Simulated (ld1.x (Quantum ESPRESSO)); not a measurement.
**Before and after: TM semilocal potential for N**

```
Element                 : nitrogen (N)
Generator               : ld1.x (Quantum ESPRESSO) 7.5
Type                    : norm-conserving Troullier–Martins (semilocal form)
Functional              : LDA (PZ)
Relativity              : scalar-relativistic
Frozen core             : [He]
Valence charge          : 5
Reference configuration : 2s2 2p3
Partial waves           : 2s (bound): rc 0.95 bohr; 3d channel at 0.15 Ry: rc 1.05 bohr; 2p (bound): rc 1.20 bohr
Local potential         : the p channel
Core correction         : none
```

Change: core correction a·sin(br)/r model core inside 0.46 bohr.

Cutoffs: the cutoffs (Ry, on a coarse ladder) from which the occupation-weighted sum of valence levels, in a spherical-Bessel basis at the reference potential, stays within 10 and 1 mRy of its value at 400 Ry; they do not see the model core or the augmentation charge, which bear on the density cutoff. Errors are all-electron minus pseudo energies relative to the spin-unpolarised reference configuration.

Problem. How do hardness, ghosts and transferability respond?

Solution. The potential gets neither clearly harder nor softer (80 Ry and 140 Ry → 80 Ry and 140 Ry); of the 9 tests that both files solve, the error grows in 0 and shrinks in 8 by more than 15 % and 0.3 meV (median size 47.3 → 33.0 meV); neither file shows a bound ghost. Exchange and correlation are not linear in the density, so unscreening with the valence charge alone errs where core and valence overlap; a model core restores that term. A semilocal file is local in each channel, so a ghost entry of none says nothing of the separable form that plane-wave codes build from it. A model core, the more so a compact one, raises the density cutoff, which this test does not measure.

```csv
quantity,base,changed
"cutoff, loose",80 Ry,80 Ry
"cutoff, tight",140 Ry,140 Ry
bound ghosts,none,none
"error for 2s2 2p2, meV [ΔE 13.73 eV]",+4.4,+1.2
"error for 2s2 2p1, meV [ΔE 42.70 eV]",+68,+33
"error for 2s2 2p0, meV [ΔE 89.87 eV]",+384,+198
"error for 2s0 2p5, meV [ΔE 22.45 eV]",+47,+34
"error for 2s1 2p4, meV [ΔE 11.20 eV]",+12,+8.2
"error for 2s2 2p3.3, meV [ΔE -1.67 eV]",+0.1,+0.1
"error for 2s1 2p3, meV [ΔE 25.18 eV]",+1.5,+0.6
"error for 2s2 2p3 (spin-polarised), meV [ΔE -2.89 eV]",+294,+61
"error for 2s2 2p2 (spin-polarised), meV [ΔE 12.04 eV]",+206,+40
s: phases at 1.30 bohr within 0.05 rad from the reference energy up to (Ry; the scan ends near 5),to the end of the scan,to the end of the scan
p: phases at 1.30 bohr within 0.05 rad from the reference energy up to (Ry; the scan ends near 5),to the end of the scan,to the end of the scan
d: phases at 1.30 bohr within 0.05 rad from the reference energy up to (Ry; the scan ends near 5),to the end of the scan,to the end of the scan
```
